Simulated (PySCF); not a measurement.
**Oxygen: a sound run and one with changed settings**

Sound run: O⁺ [He] 2s2 2p3, O²⁺ [He] 2s2 2p2. All numbers are calculated (PySCF 2.14, no relativity, point nucleus, in cc-pVDZ (3s2p1d, 14 functions)). The sound run starts from symmetry-adapted Hartree-Fock orbitals and uses a fine grid where one is needed.

A second run was set up differently.

| species | method | sound run (hartree) | changed run (hartree) | converged |
| --- | --- | --- | --- | --- |
| O⁺ | UHF | -74.35247 | -74.35247 | yes |
| O⁺ | LDA | -73.98989 | -73.98989 | yes |
| O⁺ | M06-L | -74.55755 | -74.55755 | yes |
| O²⁺ | UHF | -73.08103 | -73.08103 | yes |
| O²⁺ | LDA | -72.67960 | -72.67987 | yes |
| O²⁺ | M06-L | -73.25493 | -73.25493 | yes |

Ionisation energy of O⁺:

| method | sound run (eV) | changed run (eV) |
| --- | --- | --- |
| UHF | 34.598 | 34.598 |
| LDA | 35.655 | 35.647 |
| M06-L | 35.446 | 35.446 |

What was changed?
A. all electrons correlated in a valence basis
B. too few SCF iterations
C. angular grid far too coarse
D. level shift left on

C. It used 26 angular points. A coarse angular grid integrates products of high-l functions wrongly, so density functionals can shift, and the SCF can exploit the error; Hartree-Fock and MP2 need no grid.
